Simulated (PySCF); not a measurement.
Species: C5H6F2.
SMILES with atom numbers: `[CH3:1][C@@H:2]([F:3])[C@@H:4]1[CH:5]=[C:6]1[F:7]` (hydrogens: H8, H9, H10 on C1; H11 on C2; H12 on C4; H13 on C5)

Computed by this run: PBE0-D3(BJ)/def2-SVP geometry optimisation, gas phase in PySCF; density fitting, grid level 1; the optimiser is geomeTRIC in internal coordinates, started from a GFN2-xTB structure with every atom displaced at random (about 0.01 Å).

Step 0: E = -10694.3207 eV
```
atom  x, y, z in Å  |  force x, y, z in eV/Å
C1     -1.2592    0.9299   -0.7805    0.472   1.945   0.121
C2     -0.5988    0.3837    0.4398    0.312  -0.724   0.401
F3     -1.5936   -0.0386    1.3146    0.166  -0.174  -0.102
C4      0.3352   -0.8037    0.1106   -1.515   1.390   0.046
C5      1.5241   -1.1167    0.9618    0.577   0.828  -1.604
C6      1.7393   -0.5845   -0.2011    0.528  -0.184   0.068
F7      2.5771   -0.1482   -1.1144   -0.309  -0.156   0.360
H8     -0.4998    1.3360   -1.4850   -0.284  -0.191   0.206
H9     -1.8424    0.1929   -1.2782   -0.657  -1.040  -0.639
H10    -1.9427    1.7675   -0.5062    0.290  -0.352  -0.114
H11    -0.0375    1.1643    0.9877    0.149  -0.044  -0.188
H12    -0.2330   -1.6093   -0.3494   -0.252  -0.524  -0.298
H13     1.8462   -1.4811    1.8799    0.523  -0.773   1.742
```

Step 1: E = -10694.4151 eV
```
atom  x, y, z in Å  |  force x, y, z in eV/Å
C1     -1.2470    0.9784   -0.7798   -0.036  -0.349  -0.195
C2     -0.6488    0.3600    0.4654   -0.377   0.281   0.206
F3     -1.6650   -0.0971    1.2911    0.053   0.007  -0.079
C4      0.2848   -0.7802    0.1749    0.114  -0.303  -0.571
C5      1.5725   -1.0239    0.9817    0.284  -0.564   0.859
C6      1.6850   -0.5692   -0.2114    0.345   0.275  -0.626
F7      2.4767   -0.2652   -1.2109   -0.213   0.061   0.148
H8     -0.4270    1.3833   -1.3802    0.127   0.207  -0.167
H9     -1.7484    0.2156   -1.4104   -0.012   0.189   0.273
H10    -1.9513    1.7955   -0.5483    0.061  -0.191   0.043
H11    -0.1024    1.1423    1.0246    0.057  -0.068   0.039
H12    -0.2219   -1.6561   -0.2908   -0.094   0.208   0.312
H13     2.0078   -1.4910    1.8736   -0.309   0.246  -0.241
```

Step 2: E = -10694.4549 eV
```
atom  x, y, z in Å  |  force x, y, z in eV/Å
C1     -1.2403    0.9706   -0.7859    0.115  -0.051  -0.119
C2     -0.6319    0.3641    0.4575   -0.124   0.007   0.052
F3     -1.6442   -0.0884    1.2871   -0.003   0.021  -0.038
C4      0.2914   -0.7889    0.1541    0.138   0.115  -0.185
C5      1.5654   -1.0361    0.9826    0.138  -0.159  -0.127
C6      1.6963   -0.5639   -0.2129    0.082  -0.138   0.107
F7      2.4889   -0.2241   -1.1951   -0.083   0.055   0.073
H8     -0.4459    1.3926   -1.4232   -0.053   0.008   0.047
H9     -1.7708    0.2077   -1.3781   -0.033   0.019   0.077
H10    -1.9427    1.7732   -0.5257   -0.061   0.012   0.011
H11    -0.0680    1.1337    1.0169    0.011  -0.021  -0.006
H12    -0.2374   -1.6555   -0.2862   -0.053   0.032   0.093
H13     1.9542   -1.4928    1.8884   -0.075   0.100   0.016
```

**Question.** Estimate the geometry and energy of step 3. (The exact step hangs on the optimiser's Hessian estimate; all steps are aligned on step 2, rigid shifts and turns removed.)

**Answer.** E = -10694.4634 eV, largest force 0.192 eV/Å
```
atom  x, y, z in Å  |  force x, y, z in eV/Å
C1     -1.2526    0.9717   -0.7897    0.064   0.063  -0.002
C2     -0.6229    0.3773    0.4481    0.152  -0.015   0.017
F3     -1.6307   -0.0836    1.2765    0.023  -0.032   0.012
C4      0.3120   -0.7728    0.1402    0.000   0.099  -0.024
C5      1.5733   -1.0574    0.9808   -0.038  -0.032  -0.185
C6      1.7272   -0.5812   -0.2096   -0.139  -0.060   0.116
F7      2.5313   -0.2347   -1.1763    0.018   0.050  -0.001
H8     -0.4850    1.4129   -1.4457   -0.034  -0.036   0.041
H9     -1.7906    0.1979   -1.3547   -0.026  -0.050  -0.036
H10    -1.9695    1.7566   -0.5125   -0.027   0.026   0.000
H11    -0.0605    1.1466    1.0084   -0.011   0.039  -0.011
H12    -0.2413   -1.6283   -0.2837   -0.004  -0.086  -0.047
H13     1.9245   -1.5128    1.8976    0.023   0.034   0.120
```

The energy changes by -0.0085 eV. The first-order estimate −F·Δx gives -0.0190 eV and the mean of the old and new forces, exact on a quadratic surface, -0.0086 eV. The step makes an angle of 71° with the force vector and moves no atom by more than 0.050 Å.

Run on one thread of an Arm Neoverse V1, no GPU, shared host with 32 logical CPUs at a one-minute load of 31.
